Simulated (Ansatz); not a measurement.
This Ansatz (a first-principles code) input (PBE/def2-TZVPD) gives -2401.75055 Eh with 66 basis functions.

Ansatz 0.2 input:
```yaml
crystal:
  periodic: [false, false, false]
  atoms:
    - {symbol: Se, position_ang: [-0.00000000, -0.00000000, -0.04214025]}
    - {symbol: H, position_ang: [0.00000000, 0.00000000, 1.43276842]}
basis:
  gaussian:
    orbitals: def2-TZVPD
hamiltonian:
  xc: {name: PBE}
magnetization: {spin_polarized: true, initial_magnetization: 1}
```

Change:
```diff
- orbitals: def2-TZVPD
+ orbitals: aug-cc-pVDZ
```

### Question
What does the run give now?

### Answer
-2401.72320 Eh (PBE/aug-cc-pVDZ, 45 functions), a change of +27.35 mEh.
